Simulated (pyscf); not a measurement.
## H₃C–CH₂–Ga, singlet

Gas-phase minimum from PySCF at ωB97X-D3(BJ)/def2-SVP, one conformer. Other isomers of H₃C–CH₂–Ga [singlet] were not searched in full and may lie lower. 

SMILES: [Ga][CH2]C
```xyz
8

C     -0.2104     1.0757    -0.7870
C      0.0777    -0.3488    -0.2878
Ga    -0.4506    -1.7424    -1.6732
H      0.0682     1.8529    -0.0545
H     -1.2817     1.2216    -1.0120
H      0.3418     1.3032    -1.7160
H     -0.4675    -0.5474     0.6555
H      1.1520    -0.4655    -0.0455
```

Bonded distances (Å): C1–C2 1.537, C1–H4 1.104, C1–H5 1.104, C1–H6 1.104, C2–Ga3 2.035, C2–H7 1.107, C2–H8 1.107. Bond angles (°): C2–C1–H4 112.9, C2–C1–H5 111.7, C2–C1–H6 111.7, H4–C1–H5 106.7, H4–C1–H6 106.7, H5–C1–H6 106.6, C1–C2–Ga3 111.4, C1–C2–H7 110.5, C1–C2–H8 110.5, Ga3–C2–H7 109.2, Ga3–C2–H8 109.2, H7–C2–H8 105.8.

Properties at ωB97X-D3(BJ)/def2-SVP:

```
Property                                                                                                                                                                                                                   Value
---------------------------------------------------------------------------------------------------------------------  ---------------------------------------------------------------------------------------------------------
Harmonic wavenumbers, unscaled                                                                                         137, 155, 481, 506, 892, 926, 1028, 1203, 1241, 1403, 1431, 1479, 1495, 3031, 3040, 3086, 3120, 3121 cm⁻¹
Zero-point energy                                                                                                                                                                                                  39.7 kcal/mol
Rotational symmetry number                                                                                                                                                                                                     1
Entropy of this conformer at 298 K and 1 atm, rigid rotor and harmonic oscillator, modes under 100 cm⁻¹ raised to 100                                                                                            298.2 J/(mol K)
Dipole moment                                                                                                                                                                                                             0.76 D
```

Single-point totals, which compare only within one level (frozen core for MP2 and CC):

| level | total energy (hartree) |
|---|---|
| ωB97X-D3(BJ)/def2-TZVP | -2004.08547 |
| PBE/def2-TZVP | -2003.67195 |
| r²SCAN/def2-TZVP | -2004.01023 |
| B3LYP-D3(BJ)/def2-TZVP | -2004.14884 |
| PBE0-D3(BJ)/def2-TZVP | -2003.72858 |
| M06-2X/def2-TZVP | -2004.02987 |
| ωB97M-D3(BJ)/def2-TZVP | -2004.12914 |
| HF/def2-TZVPP | -2001.90088 |
| MP2/def2-TZVPP | -2002.46027 |
| CCSD/def2-TZVPP | -2002.48684 |
| CCSD(T)/def2-TZVPP | -2002.51076 |

Soft torsions are taken as harmonic, which can shift the entropy by several J/(mol K). The CCSD(T) − MP2 part came from Ansatz, without density fitting, on the same reference. The frozen core leaves the outer d or s,p core shells of the metals and heavy elements correlated in the MP2 and CC values, and def2-TZVPP describes them poorly, so these totals are far from the basis limit. Elements up to Kr have no core potential and no relativistic terms here.
